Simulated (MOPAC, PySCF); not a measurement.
Scan of H3Al, singlet: umbrella (inversion) coordinate, bond length relaxed. Scanned: angle between the Al-H bonds and the threefold axis (90 = planar). Other coordinates (Al-H bond length) were minimised at PBE0/def2-TZVP.

Levels: RMP2/6-31G* = PySCF with restricted MP2 (frozen core)/6-31G*, spherical d; RKS-B3LYP/3-21G = PySCF with restricted B3LYP/3-21G; AM1, restricted, heats of formation (MOPAC); CCSD(T) on RHF/cc-pVTZ, 5 core orbitals frozen (PySCF).

Energies relative to the lowest point of each profile, in kcal/mol; the last columns give the difference from CCSD(T):

```tsv
a / °	RMP2/6-31G*	RKS-B3LYP/3-21G	AM1	CCSD(T)	RMP2/6-31G* − CCSD(T)	RKS-B3LYP/3-21G − CCSD(T)	AM1 − CCSD(T)
90	0.0	0.0	0.0	0.0	0.0	0.0	0.0
93	0.4	0.4	0.3	0.4	0.0	0.0	-0.1
96	1.7	1.6	1.4	1.6	0.1	-0.1	-0.2
99	3.8	3.5	3.1	3.7	0.2	-0.2	-0.6
102	6.8	6.2	5.6	6.6	0.3	-0.3	-1.0
105	10.7	9.8	8.7	10.3	0.4	-0.5	-1.6
108	15.5	14.1	12.6	14.8	0.7	-0.7	-2.3
111	21.2	19.3	17.2	20.3	0.9	-0.9	-3.1
114	27.8	25.4	22.5	26.6	1.3	-1.2	-4.1
117	35.4	32.3	28.5	33.8	1.6	-1.4	-5.3
120	44.0	40.2	35.3	41.9	2.1	-1.7	-6.6
123	53.7	49.1	42.9	51.1	2.6	-2.0	-8.2
126	64.5	59.1	51.2	61.2	3.2	-2.1	-10.0
129	76.4	70.3	60.3	72.4	3.9	-2.2	-12.1
132	89.5	82.7	70.3	84.7	4.8	-2.0	-14.4
```

RMP2/6-31G* is furthest from CCSD(T) at 132 (4.8 kcal/mol, above); its mean absolute difference over the points is 1.5 kcal/mol.

RKS-B3LYP/3-21G is furthest from CCSD(T) at 129 (-2.2 kcal/mol, below); its mean absolute difference over the points is 1.0 kcal/mol.

AM1 is furthest from CCSD(T) at 132 (-14.4 kcal/mol, below); its mean absolute difference over the points is 4.6 kcal/mol.
